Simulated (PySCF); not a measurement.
H3S, SMILES [SH3+], charge +1. Coordinates come from a B3LYP-D3(BJ)/def2-TZVPD optimisation. The isomer is the one that the SMILES or the coordinates give; other isomers of the formula were not compared.

TDA-B3LYP/def2-TZVPD in PySCF puts the lowest singlet excitations at 9.49, 9.49, 10.27, 11.43, 12.33, 12.33 eV.

Problem. What are the lowest excitation roots from ADC(3)/aug-cc-pVDZ in PySCF 2.14.0? (The exact figures need the calculation; the answer reports its results.)

Solution. 9.80, 9.80, 10.52, 12.07, 12.98, 12.98 eV. S1 differs by 0.31 eV (second minus first; roots are paired by order, and the bases may differ).
